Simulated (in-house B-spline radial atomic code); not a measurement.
Orbital energies and mean radii along the 15-electron series, configuration 1s2 2s2 2p6 3s2 3p1/2(2) 3p3/2(1). The effective charge is n√(-2ε), a non-relativistic measure. Computed with a radial B-spline atomic code at the basis-set limit: Dirac-Hartree-Fock, jj configuration that fills j = l - 1/2 first, finite nuclei.

```json
{"ion": "Tm54+", "Z": "69", "energy of 2p3/2 (Eh)": "-462.29", "mean radius of 2p3/2 (bohr)": "0.076279", "energy of 3p1/2 (Eh)": "-199.11", "mean radius of 3p1/2 (bohr)": "0.19105", "effective charge of 2p3/2": "60.814"}
{"ion": "Yb55+", "Z": "70", "energy of 2p3/2 (Eh)": "-477.83", "mean radius of 2p3/2 (bohr)": "0.075062", "energy of 3p1/2 (Eh)": "-206.49", "mean radius of 3p1/2 (bohr)": "0.18747", "effective charge of 2p3/2": "61.828"}
{"ion": "Lu56+", "Z": "71", "energy of 2p3/2 (Eh)": "?", "mean radius of 2p3/2 (bohr)": "?", "energy of 3p1/2 (Eh)": "?", "mean radius of 3p1/2 (bohr)": "?", "effective charge of 2p3/2": "?"}
{"ion": "Hf57+", "Z": "72", "energy of 2p3/2 (Eh)": "-509.71", "mean radius of 2p3/2 (bohr)": "0.072734", "energy of 3p1/2 (Eh)": "-221.74", "mean radius of 3p1/2 (bohr)": "0.18062", "effective charge of 2p3/2": "63.857"}
{"ion": "Ta58+", "Z": "73", "energy of 2p3/2 (Eh)": "-526.06", "mean radius of 2p3/2 (bohr)": "0.07162", "energy of 3p1/2 (Eh)": "-229.61", "mean radius of 3p1/2 (bohr)": "0.17734", "effective charge of 2p3/2": "64.872"}
{"ion": "W59+", "Z": "74", "energy of 2p3/2 (Eh)": "?", "mean radius of 2p3/2 (bohr)": "?", "energy of 3p1/2 (Eh)": "?", "mean radius of 3p1/2 (bohr)": "?", "effective charge of 2p3/2": "?"}
{"ion": "Re60+", "Z": "75", "energy of 2p3/2 (Eh)": "?", "mean radius of 2p3/2 (bohr)": "?", "energy of 3p1/2 (Eh)": "?", "mean radius of 3p1/2 (bohr)": "?", "effective charge of 2p3/2": "?"}
{"ion": "Os61+", "Z": "76", "energy of 2p3/2 (Eh)": "-576.68", "mean radius of 2p3/2 (bohr)": "0.068461", "energy of 3p1/2 (Eh)": "-254.23", "mean radius of 3p1/2 (bohr)": "0.16803", "effective charge of 2p3/2": "67.922"}
{"ion": "Ir62+", "Z": "77", "energy of 2p3/2 (Eh)": "-594.09", "mean radius of 2p3/2 (bohr)": "0.067465", "energy of 3p1/2 (Eh)": "-262.78", "mean radius of 3p1/2 (bohr)": "0.16509", "effective charge of 2p3/2": "68.94"}
{"ion": "Pt63+", "Z": "78", "energy of 2p3/2 (Eh)": "-611.76", "mean radius of 2p3/2 (bohr)": "0.066495", "energy of 3p1/2 (Eh)": "-271.51", "mean radius of 3p1/2 (bohr)": "0.16223", "effective charge of 2p3/2": "69.958"}
{"ion": "Au64+", "Z": "79", "energy of 2p3/2 (Eh)": "-629.71", "mean radius of 2p3/2 (bohr)": "0.065551", "energy of 3p1/2 (Eh)": "-280.41", "mean radius of 3p1/2 (bohr)": "0.15944", "effective charge of 2p3/2": "70.977"}
```

Task: Fill in the row of Lu56+.

Result: energy of 2p3/2 (Eh): -493.64; mean radius of 2p3/2 (bohr): 0.073881; energy of 3p1/2 (Eh): -214.03; mean radius of 3p1/2 (bohr): 0.18399; effective charge of 2p3/2: 62.842.

Task: Fill in the row of W59+.

Result: energy of 2p3/2 (Eh): -542.66; mean radius of 2p3/2 (bohr): 0.070538; energy of 3p1/2 (Eh): -237.65; mean radius of 3p1/2 (bohr): 0.17415; effective charge of 2p3/2: 65.888.

Task: Fill in the row of Re60+.

Result: energy of 2p3/2 (Eh): -559.54; mean radius of 2p3/2 (bohr): 0.069485; energy of 3p1/2 (Eh): -245.85; mean radius of 3p1/2 (bohr): 0.17105; effective charge of 2p3/2: 66.905.

Task: How does the screening of 2p3/2 change?

Result: Z less the effective charge goes from 8.19 at Z = 69 to 8.02 at Z = 79.
